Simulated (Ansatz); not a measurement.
Reactions of CH₆FInSi (`[CH3][In]([F])[SiH3]`).

Isolated molecules relaxed with PBE0-D4/def2-TZVP in Ansatz; ΔE leaves out vibrations. CCSD(T)/CBS is the MP2 limit (def2-TZVPP, def2-QZVPP) plus CCSD(T) − MP2 in def2-TZVPP, frozen cores. This one scheme is used for every species. def2 core potentials past Kr. For In outer-core shells are correlated without core-valence functions, which leaves a few kJ/mol of doubt a bond. Each species was taken in one conformer, which may not be the lowest.

Order these by ΔE at CCSD(T)/CBS, lowest first. (An estimate is asked.)
A. `[CH3][In]([F])[SiH3]` + H–F → `[CH3][In]([F])[F]` + SiH₄
B. `[CH3][In]([F])[SiH3]` + CH₃OH → `O[CH2][In]([F])[SiH3]` + CH₄
C. `[CH3][In]([F])[SiH3]` + `OB(S)S` → `COB(S)S` + `[F][InH][SiH3]`

A (-27.4 kJ/mol), B (+17.4 kJ/mol), C (+82.7 kJ/mol).

Largest T1 diagnostic: 0.016, for `[F][InH][SiH3]`.
